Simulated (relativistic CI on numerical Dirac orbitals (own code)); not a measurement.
Method of calculation: Dirac-Coulomb-Breit CI, separate exchange-only KLI orbitals for each configuration, QED by a radiative potential, unscaled Slater integrals (own radial code, finite nucleus).

The strongest absorption lines from the ground level of an ion, among the configurations computed and to levels below about 2130 eV (vacuum wavelength in nm, gf): 0.63165 (0.54), 0.63284 (0.38), 0.64301 (0.64), 0.64436 (0.97), 0.64501 (1.7), 0.64562 (1.5), 0.64820 (0.84), 0.66305 (1.3).

(1) Which ion is it?
A. Br28+
B. Br30+
C. Y32+
D. Br26+

## Answers

(1) A. Br28+ has 7 electrons and the ground level 2s2 2p3 4S°_3/2; the strongest line goes to 2s2 2p2 3d 4P_3/2. The pattern of lines fixes the number of electrons, and along that sequence the line energies rise steadily with the charge (about as its square where n changes within one kind of shell, about linearly where n is kept but much faster in heavy ions where fine structure, which grows about as Z⁴, sets the gap, and irregularly where shells cross), which fixes Z. Configurations outside the model, such as inner-shell arrays, can give stronger lines. At this charge energies of transitions that change n are usually good to better than 1 %, and those within a shell (Δn = 0) to a few per cent.

LS names give the leading component of a level, which can be under half, so a name can repeat, a term be missing and a line seem to break the LS rules.
